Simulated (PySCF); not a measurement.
O4Ru, singlet, at a GFN2-xTB geometry (such geometries of metal compounds can be far from the true shape) (core potentials on Ru); TPSS/def2-SVP (PySCF).

Here is a job for PySCF.
```python
from pyscf import gto, scf, dft

mol = gto.M(
    atom='''
Ru   -0.00000000    0.00000000   -0.00000000
O     1.11719637    0.66144806   -0.94159510
O     0.71248096   -0.83185432    1.17159373
O    -0.91933211   -0.98382505   -0.87129751
O    -0.91034522    1.15423131    0.64129888
''',
    basis='def2-svp',
    ecp={'Ru': 'def2-svp'},
    verbose=4,
)

mf = dft.RKS(mol)
mf.xc = 'tpss'
mf.diis_space = 2
mf.kernel()
```

Q: Predict the main parts of the log of this PySCF run.

A: 
```
PySCF version 2.14.0

[INPUT] verbose = 4
[INPUT] num. atoms = 5
[INPUT] num. electrons = 48
[INPUT] charge = 0
[INPUT] spin (= nelec alpha-beta = 2S) = 0
[INPUT] symmetry False subgroup None
[INPUT] Mole.unit = angstrom
[INPUT] Symbol           X                Y                Z      unit          X                Y                Z       unit  Magmom
[...]
nuclear repulsion = 246.520795702636
number of shells = 35
number of NR pGTOs = 153
number of NR cGTOs = 87
basis = def2-svp
ecp = {'Ru': 'def2-svp'}

******** <class 'pyscf.dft.rks.RKS'> ********
method = RKS
initial guess = minao
damping factor = 0
level_shift factor = 0
DIIS = <class 'pyscf.scf.diis.CDIIS'>
diis_start_cycle = 1
diis_space = 2
diis_damp = 0
SCF conv_tol = 1e-09
SCF conv_tol_grad = None
SCF max_cycles = 50
direct_scf = True
direct_scf_tol = 1e-13
XC library pyscf.dft.libxc version 7.1.2
    S. Lehtola, C. Steigemann, M. J. T. Oliveira, and M. A. L. Marques,  SoftwareX 7, 1–5 (2018)
XC functionals = tpss
    J. Tao, J. P. Perdew, V. N. Staroverov, and G. E. Scuseria,  Phys. Rev. Lett. 91, 146401 (2003)
    J. P. Perdew, J. Tao, V. N. Staroverov, and G. E. Scuseria,  J. Chem. Phys. 120, 6898 (2004)
    J. Tao, J. P. Perdew, V. N. Staroverov, and G. E. Scuseria,  Phys. Rev. Lett. 91, 146401 (2003)
    J. P. Perdew, J. Tao, V. N. Staroverov, and G. E. Scuseria,  J. Chem. Phys. 120, 6898 (2004)
radial grids:
    Treutler-Ahlrichs [JCP 102, 346 (1995); DOI:10.1063/1.469408] (M4) radial grids

becke partition: Becke, JCP 88, 2547 (1988); DOI:10.1063/1.454033
pruning grids: <function nwchem_prune>
grids dens level: 3
symmetrized grids: False
atomic radii adjust function: <function treutler_atomic_radii_adjust>
small_rho_cutoff = 0
Set gradient conv threshold to 3.16228e-05
Initial guess from minao.
tot grids = 78504
init E= -386.905590218028
[...]
cycle= 1 E= -394.982650545028  delta_E= -8.08  |g|= 1.78  |ddm|= 3.84
[...]
cycle= 2 E= -391.034769850545  delta_E= 3.95  |g|= 4.52  |ddm|= 4.41
[...]
cycle= 3 E= -395.393320811128  delta_E= -4.36  |g|= 0.813  |ddm|= 4.14
[...]
cycle= 4 E= -395.495533763378  delta_E= -0.102  |g|= 0.38  |ddm|= 1.01
[...]
cycle= 5 E= -395.464358093075  delta_E= 0.0312  |g|= 0.601  |ddm|= 0.521
[...]
cycle= 6 E= -395.344384476903  delta_E= 0.12  |g|= 0.976  |ddm|= 0.94
[...]
cycle= 7 E= -395.520449094713  delta_E= -0.176  |g|= 0.169  |ddm|= 0.795
[...]
cycle= 8 E= -395.516646443929  delta_E= 0.0038  |g|= 0.235  |ddm|= 0.287
[...]
[...]
[...]
cycle= 19 E= -362.86276165985  delta_E= 21.5  |g|= 9.39  |ddm|= 13.3
[...]
cycle= 20 E= -358.564429092752  delta_E=  4.3  |g|= 9.74  |ddm|= 15.7
[...]
cycle= 21 E= -375.42338990774  delta_E= -16.9  |g|= 9.15  |ddm|=   16
[...]
cycle= 22 E= -351.202849413869  delta_E= 24.2  |g|=   10  |ddm|= 16.8
[...]
cycle= 23 E= -349.24903563179  delta_E= 1.95  |g|= 10.2  |ddm|= 18.9
[...]
cycle= 24 E= -370.462505194451  delta_E= -21.2  |g|= 10.2  |ddm|= 16.9
[...]
cycle= 25 E= -345.830400714122  delta_E= 24.6  |g|= 10.5  |ddm|= 16.4
[...]
cycle= 26 E= -345.581670943065  delta_E= 0.249  |g|= 10.6  |ddm|= 17.5
[...]
cycle= 27 E= -362.069631873037  delta_E= -16.5  |g|= 10.6  |ddm|= 17.9
[...]
cycle= 28 E= -342.150994317879  delta_E= 19.9  |g|= 10.9  |ddm|= 19.3
[...]
cycle= 29 E= -344.435020726141  delta_E= -2.28  |g|= 10.7  |ddm|= 17.2
[...]
cycle= 30 E= -359.398859298645  delta_E=  -15  |g|= 10.4  |ddm|= 19.6
[...]
cycle= 31 E= -344.934367480887  delta_E= 14.5  |g|= 10.8  |ddm|= 20.1
[...]
cycle= 32 E= -345.10592762503  delta_E= -0.172  |g|= 10.7  |ddm|=   16
[...]
cycle= 33 E= -357.708189436359  delta_E= -12.6  |g|= 10.3  |ddm|= 20.1
[...]
cycle= 34 E= -345.804831717626  delta_E= 11.9  |g|= 10.7  |ddm|= 20.6
[...]
cycle= 35 E= -345.601621183876  delta_E= 0.203  |g|= 10.7  |ddm|= 16.1
[...]
cycle= 36 E= -356.889303351125  delta_E= -11.3  |g|= 10.2  |ddm|= 20.5
[...]
cycle= 37 E= -346.148821583672  delta_E= 10.7  |g|= 10.7  |ddm|= 20.9
[...]
cycle= 38 E= -346.027272797517  delta_E= 0.122  |g|= 10.7  |ddm|= 16.1
[...]
cycle= 39 E= -356.51594379266  delta_E= -10.5  |g|= 10.1  |ddm|= 20.7
[...]
cycle= 40 E= -346.335792514303  delta_E= 10.2  |g|= 10.7  |ddm|= 20.9
[...]
cycle= 41 E= -346.290202184261  delta_E= 0.0456  |g|= 10.7  |ddm|= 16.1
[...]
cycle= 42 E= -356.349699921606  delta_E= -10.1  |g|= 10.1  |ddm|= 20.9
[...]
cycle= 43 E= -346.438141965834  delta_E= 9.91  |g|= 10.7  |ddm|=   21
[...]
cycle= 44 E= -346.427087684953  delta_E= 0.0111  |g|= 10.7  |ddm|=   16
[...]
cycle= 45 E= -356.27735287456  delta_E= -9.85  |g|= 10.1  |ddm|= 20.9
[...]
cycle= 46 E= -346.491495475266  delta_E= 9.79  |g|= 10.7  |ddm|=   21
[...]
cycle= 47 E= -346.495192740765  delta_E= -0.0037  |g|= 10.7  |ddm|=   16
[...]
cycle= 48 E= -356.2456067785  delta_E= -9.75  |g|= 10.1  |ddm|= 20.9
[...]
cycle= 49 E= -346.519999152412  delta_E= 9.73  |g|= 10.7  |ddm|=   21
[...]
cycle= 50 E= -346.529533201642  delta_E= -0.00953  |g|= 10.7  |ddm|=   16
SCF not converged.
SCF energy = -346.529533201642
```

The run did not converge; its last values are not results.
